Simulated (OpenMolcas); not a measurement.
## As+: effect of the level shift or regulariser

```json
{
  "Program": "OpenMolcas",
  "Basis": "ANO-R2 [6s5p4d3f1g]",
  "Scalar Hamiltonian": "X2C, finite nucleus",
  "Active space": "2 electrons in 3 orbitals (4p)",
  "State averaging": "2S+1 = 3 even, 3 roots; 2S+1 = 1 even, 6 roots",
  "Spin-orbit coupling": "state interaction with AMFI integrals over the reference wave functions, term energies averaged over their components"
}
```

Methods on the same reference wave functions:
A. CASSCF
B. SS-CASPT2, IPEA 0.25 Eh, imaginary shift 0.1 Eh (closed shells correlated: 3d 4s)
C. SS-CASPT2, IPEA 0.25 Eh, real shift 0.2 Eh (closed shells correlated: 3d 4s)

Energies in cm-1 above 4s2 4p2 3P0, the measured ground level; measured values from NIST Handbook of Basic Atomic Spectroscopic Data.

```tsv
Level	A	B	C	Measured
4s2 4p2 3P0	0.0	0.0	0.0	0.0
4s2 4p2 3P1	890	927	926	1063
4s2 4p2 3P2	2260	2270	2260	2541
4s2 4p2 1D2	12452	10210	10240	10096
4s2 4p2 1S0	28332	22910	23010	22599
```

Deviations, from unrounded energies. A percentage is the sum of absolute deviations over the sum of measured energies, with the sign that they share, or ± where signs differ.

```json
{"Against measurement": "mean absolute deviation (cm-1)", "Levels": "4", "A": "2100", "B": "210", "C": "240"}
{"Against measurement": "fine structure of the ground term (%)", "Levels": "2", "A": "-12.6", "B": "-11.4", "C": "-11.5"}
{"Against measurement": "other terms of the ground configuration (%)", "Levels": "2", "A": "+24.7", "B": "+1.3", "C": "+1.7"}
```

B lies closest to measurement on these levels and A furthest from it. The largest miss of B in the table is 4s2 4p2 1S0, by +310 cm-1. The ranking rests on the paired levels alone, and a cruder setting can come out closer through cancelling errors.

Between B and C the level of the table that moves most is 4s2 4p2 1S0, by 100 cm-1 (lowest in B, highest in C). Moves below CASPT2's spread within the term are not significant.

The mean deviations of B to C differ by less than CASPT2's widest spread within a term (100 cm-1), so their order carries little weight.

From A to B the spin-free energies of the other terms of 4s2 4p2 shown, above 3P, scale by factors of 0.78 to 0.79.

The lowest spin-free term lies below A's lowest term by 0.528 hartree in B, 0.527 hartree in C.

CASPT2 does not keep the components of a term degenerate, so their means are used; among the terms shown or strongly mixed into the levels shown the widest spread is 100 cm-1 (4s2 4p2 1D, B). With the s shell closed, the reference lacks s² → p² mixing. Without dynamic correlation excited terms often stand tens of per cent too high (terms of higher spin than the ground term too low), and those without a measured partner can miss by more than the paired ones (holds for A). Measured partners are found by configuration, term and J. A level has none where our copy of the source lacks it or the pairing is in doubt (some pairs that miss far off the trend of their configuration count as doubtful), and it then counts in no deviation. Only configurations of the active space appear.
